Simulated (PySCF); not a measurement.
**Atomic charges by several schemes**

Species: C8H13OP.
Structure used (GFN2-xTB), in Å, numbered top down from 1:
```
atom  x, y, z in Å
C1     1.8454    2.2237    1.6098
C2     1.5425    1.2146    1.0331
P3     1.1774   -0.3344    0.2332
O4     1.1346   -1.4926    1.1295
C5     2.4845   -0.3966   -1.0244
C6     3.2563   -1.4665   -1.0909
C7    -0.3682   -0.0384   -0.7226
C8    -1.5915   -0.3489    0.1341
C9    -2.8621   -0.2995   -0.7104
C10   -1.6698    0.6210    1.3063
H11    2.0907    3.1164    2.1088
H12    2.5920    0.4494   -1.6873
H13    4.0483   -1.5784   -1.8144
H14    3.1035   -2.2785   -0.3971
H15   -0.3912    0.9888   -1.0903
H16   -0.3274   -0.7141   -1.5835
H17   -1.4689   -1.3617    0.5341
H18   -3.7308   -0.5266   -0.0973
H19   -2.9952    0.6913   -1.1412
H20   -2.8168   -1.0243   -1.5203
H21   -2.5426    0.4102    1.9201
H22   -0.7805    0.5230    1.9278
H23   -1.7350    1.6490    0.9531
```

Density: PBE0/pcSseg-1 (PySCF); schemes: Mulliken, IAO, Hirshfeld and ESP-fitted. One conformer (not necessarily the lowest) at the GFN2-xTB geometry, without solvent, vibrations or thermal averaging.

Give the atomic charges in each scheme.

In e:

```tsv
atom	environment	Mulliken	IAO	Hirshfeld	ESP-fitted
C1	terminal alkyne carbon	-0.334	-0.169	-0.063	-0.239
C2	alkyne carbon	-0.034	-0.338	-0.097	-0.272
P3	phosphoryl phosphorus	+1.052	+1.544	+0.445	+1.060
O4	phosphoryl oxygen	-0.586	-0.906	-0.376	-0.630
C5	alkene CH carbon	-0.441	-0.418	-0.098	-0.356
C6	terminal =CH2 carbon	-0.106	-0.263	-0.066	-0.267
C7	sp3 carbon bound to phosphorus	-0.372	-0.506	-0.109	-0.779
C8	sp3 CH carbon	-0.397	-0.088	-0.017	+0.653
C9	methyl carbon	-0.186	-0.416	-0.116	-0.578
C10	methyl carbon	-0.226	-0.417	-0.122	-0.649
H11	alkyne hydrogen	+0.058	+0.208	+0.104	+0.283
H12	vinylic hydrogen	+0.139	+0.162	+0.050	+0.179
H13	vinylic hydrogen	+0.129	+0.160	+0.058	+0.170
H14	vinylic hydrogen	+0.148	+0.172	+0.053	+0.169
H15	methylene hydrogen	+0.149	+0.150	+0.043	+0.202
H16	methylene hydrogen	+0.159	+0.154	+0.047	+0.200
H17	methine hydrogen	+0.148	+0.147	+0.038	-0.035
H18	methyl hydrogen	+0.117	+0.142	+0.043	+0.132
H19	methyl hydrogen	+0.100	+0.132	+0.037	+0.145
H20	methyl hydrogen	+0.112	+0.137	+0.040	+0.132
H21	methyl hydrogen	+0.117	+0.141	+0.043	+0.151
H22	methyl hydrogen	+0.152	+0.145	+0.031	+0.172
H23	methyl hydrogen	+0.101	+0.131	+0.033	+0.157
```

Mean size of the charges over all atoms: ESP-fitted 0.331 e, IAO 0.306 e, Mulliken 0.233 e, Hirshfeld 0.093 e. Each set sums to the total charge, 0, to within 0.001 e. The IAO scheme counts the electrons in orthogonalised intrinsic atomic orbitals, a minimal basis polarised so that it spans the occupied orbitals exactly.

Lowest charge. The schemes don't all agree: Mulliken O4 (-0.586); IAO O4 (-0.906); Hirshfeld O4 (-0.376); ESP-fitted C7 (-0.779).

Highest charge. All schemes agree: Mulliken P3 (+1.052); IAO P3 (+1.544); Hirshfeld P3 (+0.445); ESP-fitted P3 (+1.060).

How many electrons does the Mulliken scheme count on C8?

Z − q = 6 − (-0.397) = 6.397.

How closely do the schemes follow one another over all atoms?

Correlation coefficient and root-mean-square difference: IAO with Hirshfeld 0.98, 0.308 e; Mulliken with IAO 0.94, 0.177 e; Mulliken with Hirshfeld 0.91, 0.202 e; IAO with ESP-fitted 0.88, 0.216 e; Hirshfeld with ESP-fitted 0.85, 0.310 e; Mulliken with ESP-fitted 0.74, 0.280 e.
